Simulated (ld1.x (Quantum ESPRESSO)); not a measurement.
## Building the TM potential for Ba (Z = 56) (LDA (PZ), scalar-relativistic).

barium (Ba), norm-conserving Troullier–Martins (Kleinman–Bylander form), made with ld1.x (Quantum ESPRESSO) 7.5 (LDA (PZ), scalar-relativistic). Core [Xe], reference 5d0 6s1.75 6p0.25. Waves: 6s (bound): rc 3.35 bohr; 5d (bound, empty): rc 4.05 bohr; 6p (bound): rc 4.10 bohr. Local part: the p channel. Core correction: Bessel-smoothed model core, default radius (core density twice the valence density).

All-electron outer shells of the reference configuration (LDA (PZ), scalar-relativistic, ld1.x):

```json
{"shell": "5s", "level (eV)": "-34.10", "outermost node (bohr)": "0.80", "outermost maximum (bohr)": "1.47"}
{"shell": "5p", "level (eV)": "-19.09", "outermost node (bohr)": "0.86", "outermost maximum (bohr)": "1.67"}
{"shell": "6s", "level (eV)": "-3.51", "outermost node (bohr)": "1.96", "outermost maximum (bohr)": "4.05"}
{"shell": "5d", "level (eV)": "-2.36", "outermost node (bohr)": "1.00", "outermost maximum (bohr)": "2.49"}
{"shell": "6p", "level (eV)": "-1.42", "outermost node (bohr)": "2.35", "outermost maximum (bohr)": "5.34"}
```

(1) Estimate the cutoffs (Ry, on a coarse ladder) from which the occupation-weighted sum of valence levels, in a spherical-Bessel basis at the reference potential, stays within 10 and 1 mRy of its value at 400 Ry.

(2) Does the potential have ghost states?

(3) Which valence shell sets the plane-wave cutoff?

(4) Tests: 5d0 6s2 6p0; 5d0 6s1 6p0; 5d0 6s1.5 6p0; 5d0 6s1 6p1; 5d0.5 6s1.5 6p0; 5d1 6s0 6p0; 5d0 6s0 6p2. Which has the largest error in its energy relative to the reference configuration, and how large is it?

## Answers

(1) 6 Ry and 12 Ry.

(2) Ghost state, extra bound levels that the all-electron valence spectrum of the same l lacks: s at -11.7 eV. A true bound ghost makes a file unfit for plane-wave use.

(3) 6s: its level needs 8 Ry to come within 1 mRy, against 6 Ry for 6p.

(4) 5d1 6s0 6p0, with -37 meV (all-electron minus pseudo) on +5.75 eV.
